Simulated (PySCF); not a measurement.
C2H4Cl (SMILES C[CH]Cl), doublet, at a GFN2-xTB geometry; DF-HF/6-311++G** in PySCF.

Here is a job for PySCF.
```python
from pyscf import gto, scf
import numpy

mol = gto.M(
    atom='''
C     0.046773    0.704712   -0.204543
C     1.515152    0.668228   -0.062843
Cl   -0.860444   -0.685773    0.147169
H    -0.450456    1.441492   -0.808442
H     1.902369    1.683393    0.001158
H     1.804676    0.114343    0.829105
H     1.999405    0.181265   -0.919381
''',
    basis='6-311++g**',
    charge=0,
    spin=1,
    verbose=4,
)
print('smallest overlap eigenvalue', numpy.linalg.eigvalsh(mol.intor('int1e_ovlp'))[0])

mf = scf.UHF(mol)
mf = mf.density_fit(auxbasis='def2-universal-jkfit')
mf = scf.addons.remove_linear_dep_(mf, threshold=1e-3, lindep=1e-3)
mf.kernel()
mf.analyze()
```

It wrote (shortened):

```
PySCF version 2.14.0

[INPUT] verbose = 4
[INPUT] num. atoms = 7
[INPUT] num. electrons = 33
[INPUT] charge = 0
[INPUT] spin (= nelec alpha-beta = 2S) = 1
[INPUT] symmetry False subgroup None
[INPUT] Mole.unit = angstrom
[INPUT] Symbol           X                Y                Z      unit          X                Y                Z       unit  Magmom
[...]
nuclear repulsion = 95.6930647835924
number of shells = 54
number of NR pGTOs = 158
number of NR cGTOs = 102
basis = 6-311++g**
ecp = {}
input.py:23: DeprecationWarning: remove_linear_dep_ is deprecated and will be removed in a future release. Linear dependency handling is now built into the SCF procedure by default. Linear dependency removal can be controlled using the following settings:
  pyscf.scf.hf.remove_overlap_zero_eigenvalue = True
  pyscf.scf.hf.overlap_zero_eigenvalue_threshold = 1e-6

  mf = scf.addons.remove_linear_dep_(mf, threshold=1e-3, lindep=1e-3)
smallest overlap eigenvalue 0.00013842928102141756
Applying remove_linear_dep_ on SCF object.
Using canonical orthogonalization with threshold 0.001

******** <class 'pyscf.df.df_jk.DFUHF'> ********
method = DFUHF
initial guess = minao
damping factor = 0
level_shift factor = 0
DIIS = <class 'pyscf.scf.diis.CDIIS'>
diis_start_cycle = 1
diis_space = 8
diis_damp = 0
SCF conv_tol = 1e-09
SCF conv_tol_grad = None
SCF max_cycles = 50
direct_scf = False
number electrons alpha = 17  beta = 16
Set gradient conv threshold to 3.16228e-05
******** <class 'pyscf.df.df.DF'> ********
auxbasis = def2-universal-jkfit
init E= -537.858252432315

cycle= 1 E= -537.490382824171  delta_E= 0.368  |g|= 0.268  |ddm|=  1.6
cycle= 2 E= -537.536401548007  delta_E= -0.046  |g|= 0.136  |ddm|= 0.463
cycle= 3 E= -537.546969944328  delta_E= -0.0106  |g|= 0.0401  |ddm|= 0.149
cycle= 4 E= -537.549134789977  delta_E= -0.00216  |g|= 0.013  |ddm|= 0.0926
cycle= 5 E= -537.549451389011  delta_E= -0.000317  |g|= 0.0062  |ddm|= 0.0316
cycle= 6 E= -537.549532860394  delta_E= -8.15e-05  |g|= 0.00238  |ddm|= 0.0175
cycle= 7 E= -537.549545100187  delta_E= -1.22e-05  |g|= 0.000901  |ddm|= 0.00731
cycle= 8 E= -537.549546767093  delta_E= -1.67e-06  |g|= 0.000383  |ddm|= 0.00273
cycle= 9 E= -537.54954712341  delta_E= -3.56e-07  |g|= 0.000125  |ddm|= 0.00163
cycle= 10 E= -537.549547142472  delta_E= -1.91e-08  |g|= 6.4e-05  |ddm|= 0.000326
cycle= 11 E= -537.549547129421  delta_E= 1.31e-08  |g|= 0.000102  |ddm|= 0.000232
[...]
SCF not converged.
Total Energy =                        -537.549547141591574
[...]
spin_pop of  2 Cl 4pz       0.00174
spin_pop of  2 Cl 5px       0.00002
spin_pop of  2 Cl 5py       0.00010
spin_pop of  2 Cl 5pz       0.00013
spin_pop of  2 Cl 6px       0.00001
spin_pop of  2 Cl 6py       0.00007
spin_pop of  2 Cl 6pz       0.00014
spin_pop of  2 Cl 7px       0.00001
spin_pop of  2 Cl 7py       0.00005
spin_pop of  2 Cl 7pz       0.00010
spin_pop of  2 Cl 3dxy      0.00005
spin_pop of  2 Cl 3dyz      0.00109
spin_pop of  2 Cl 3dz^2     0.00025
spin_pop of  2 Cl 3dxz      0.00039
spin_pop of  2 Cl 3dx2-y2    0.00015
spin_pop of  3 H 1s       -0.05164
spin_pop of  3 H 2s       -0.00012
spin_pop of  3 H 3s        0.00032
spin_pop of  3 H 4s       -0.00006
spin_pop of  3 H 2px       0.00005
spin_pop of  3 H 2py       0.00020
spin_pop of  3 H 2pz       0.00024
spin_pop of  4 H 1s        0.01157
spin_pop of  4 H 2s        0.00008
spin_pop of  4 H 3s        0.00003
spin_pop of  4 H 4s        0.00000
spin_pop of  4 H 2px       0.00001
spin_pop of  4 H 2py       0.00003
spin_pop of  4 H 2pz       0.00003
spin_pop of  5 H 1s        0.01755
spin_pop of  5 H 2s        0.00011
spin_pop of  5 H 3s        0.00007
spin_pop of  5 H 4s        0.00000
spin_pop of  5 H 2px       0.00000
spin_pop of  5 H 2py       0.00007
spin_pop of  5 H 2pz       0.00001
spin_pop of  6 H 1s        0.05933
spin_pop of  6 H 2s        0.00048
spin_pop of  6 H 3s        0.00009
spin_pop of  6 H 4s        0.00003
spin_pop of  6 H 2px      -0.00009
spin_pop of  6 H 2py       0.00002
spin_pop of  6 H 2pz       0.00015
 ** Mulliken Spin Density (per atom)  **
spin density of  0 C =      1.04315
spin density of  1 C =     -0.09603
spin density of  2 Cl =      0.01431
spin density of  3 H =     -0.05102
spin density of  4 H =      0.01175
spin density of  5 H =      0.01782
spin density of  6 H =      0.06002
 ** Mulliken pop alpha/beta on meta-lowdin orthogonal AOs **
 ** Mulliken pop       alpha | beta **
In total            17.00000 | 16.00000
 ** Mulliken atomic charges   ( Nelec_alpha | Nelec_beta ) **
charge of  0C =     -0.09544  (     3.56930      2.52615 )
charge of  1C =     -0.28332  (     3.09364      3.18967 )
charge of  2Cl =     -0.06406  (     8.53919      8.52488 )
charge of  3H =      0.11824  (     0.41537      0.46639 )
charge of  4H =      0.11002  (     0.45086      0.43912 )
charge of  5H =      0.11165  (     0.45308      0.43526 )
charge of  6H =      0.10290  (     0.47856      0.41854 )
Dipole moment(X, Y, Z, Debye):  1.22043,  1.22440, -0.53434
```

Convergence was not reached.
